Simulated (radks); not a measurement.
The silver ion Ag3+, 44 electrons, occupied as [Kr] 4d8 (the NIST ground configuration). All-electron calculation, non-relativistic Kohn-Sham, LDA (Slater exchange, Perdew-Wang correlation), spin-unpolarised, spherical densities, point nucleus; relativity is left out, which matters for an element this heavy. Program: a radial shooting solver on a logarithmic mesh with Libxc functionals. Some entries of the table are withheld. Estimate them.

| orbital | occ. | eigenvalue (hartree) | r(max) (bohr) |
|---|---|---|---|
| 1s | 2 | -901.7823 | (1) |
| 2s | 2 | -131.3241 | 0.1192 |
| 2p | 6 | -122.3772 | 0.09339 |
| 3s | 2 | (2) | (3) |
| 3p | 6 | (4) | (5) |
| 3d | 10 | -14.82543 | 0.2738 |
| 4s | 2 | -4.63991 | 0.8458 |
| 4p | 6 | -3.49126 | 0.8829 |
| 4d | 8 | -1.63514 | 1.004 |

Answer. 
(1) 1s r(max) (bohr): 0.02146
(2) 3s eigenvalue (hartree): -25.13429
(3) 3s r(max) (bohr): 0.3450
(4) 3p eigenvalue (hartree): -21.52370
(5) 3p r(max) (bohr): 0.3314
